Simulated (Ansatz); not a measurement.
`F[SiH]([AlH2])[GeH3]` + HCl → `F[SiH](Cl)[GeH3]` + `[AlH3]` at 500 K and 1 bar (cleavage of the Si–Al bond).

Isolated molecules relaxed with PBE0-D4/def2-TZVP in Ansatz; ΔE leaves out vibrations. CCSD(T)/CBS is the MP2 limit (def2-TZVPP, def2-QZVPP) plus CCSD(T) − MP2 in def2-TZVPP, frozen cores. This one scheme is used for every species. For Ge outer-core shells are correlated without core-valence functions, which leaves a few kJ/mol of doubt a bond. Scalar relativity is left out up to krypton.

```
               species  CCSD(T)/CBS energy (Eh)  H − E (kJ/mol)  S (J/(mol·K))
`F[SiH]([AlH2])[GeH3]`              -2710.63746           181.7          466.4
                   HCl               -460.38127            32.5          201.9
    `F[SiH](Cl)[GeH3]`              -2927.27769           141.1          416.8
              `[AlH3]`               -243.78045            68.7          232.2
```

H − E and S are ideal-gas, rigid-rotor, harmonic terms from PBE0-D4/def2-TZVP, for one conformer and one mirror image of each species. 1 Eh = 2625.50 kJ/mol, R = 8.31446 J/(mol·K).

By hand: ΔE, ΔH, ΔS and ΔG.

ΔE = (-2927.27769) + (-243.78045) − (-2710.63746) − (-460.38127) = -0.03941 Eh = -103.5 kJ/mol. Δ(H − E) = 141.1 + 68.7 − 181.7 − 32.5 = -4.4, so ΔH = -107.9 kJ/mol. ΔS = 416.8 + 232.2 − 466.4 − 201.9 = -19.3 J/(mol·K). ΔG = -107.9 − 500 × (-19.3)/1000 = -98.2 kJ/mol.

By hand: the equilibrium constant, and the temperature at which ΔG would vanish if ΔH and ΔS stayed fixed.

log₁₀ K = −ΔG/(RT ln 10) = 10.3. ΔG = 0 at ΔH/ΔS = 5591 K, far beyond where these terms or the molecules hold.

ΔH outweighs TΔS. A doubt of 5 kJ/mol in ΔE shifts log₁₀ K by 0.5 here. Other conformers and mirror images would add mixing entropy, several J/(mol·K) or more a flexible species. These are equilibria of isolated gas molecules and say nothing of rates. Largest T1 diagnostic: 0.012 (customary marks: 0.02 for closed shells, 0.045 for open ones).
